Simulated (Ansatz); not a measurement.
One change: `Cl[SiH2]S[Si](Cl)(Cl)Cl` becomes `[Cl][SnH2][Si](Cl)(Cl)Cl`.

Ansatz, PBE0-D4/def2-TZVP geometries, multiplicity 1. Each molecule was computed in one conformer, which needn't be the lowest.

Elements past krypton have def2 core potentials.

```json
{"property": "size of the dipole moment (B3LYP/def2-TZVPP) / D", "`Cl[SiH2]S[Si](Cl)(Cl)Cl`": "1.32"}
{"property": "size of the dipole moment (PBE/def2-TZVPP) / D", "`Cl[SiH2]S[Si](Cl)(Cl)Cl`": "1.20"}
{"property": "LUMO energy (PBE0/def2-TZVPP) / eV", "`Cl[SiH2]S[Si](Cl)(Cl)Cl`": "-0.75"}
{"property": "HOMO–LUMO gap (ωB97M-V/def2-TZVPP) / eV", "`Cl[SiH2]S[Si](Cl)(Cl)Cl`": "11.71"}
{"property": "HOMO energy (PBE/def2-TZVPP) / eV", "`Cl[SiH2]S[Si](Cl)(Cl)Cl`": "-7.07"}
{"property": "LUMO energy (PBE/def2-TZVPP) / eV", "`Cl[SiH2]S[Si](Cl)(Cl)Cl`": "-1.70"}
```

Give the same properties after the change, and the shifts. (Estimate.)

Computed: 
| property | `[Cl][SnH2][Si](Cl)(Cl)Cl` | shift |
| --- | --- | --- |
| size of the dipole moment (B3LYP/def2-TZVPP) / D | 2.08 | 0.76 |
| size of the dipole moment (PBE/def2-TZVPP) / D | 1.97 | 0.77 |
| LUMO energy (PBE0/def2-TZVPP) / eV | -1.45 | -0.70 |
| HOMO–LUMO gap (ωB97M-V/def2-TZVPP) / eV | 10.55 | -1.16 |
| HOMO energy (PBE/def2-TZVPP) / eV | -7.07 | 0.00 |
| LUMO energy (PBE/def2-TZVPP) / eV | -2.25 | -0.55 |

With PBE0 the HOMO rises by 0.06 eV and the LUMO falls by 0.70 eV, so the gap narrows by about 0.76 eV. PBE moves the HOMO by 0.00 eV and ωB97M-V by 0.23 eV. Dipoles are sizes alone; their direction can turn.

B3LYP here is the variant with VWN-RPA as its local correlation; programs differ in this.
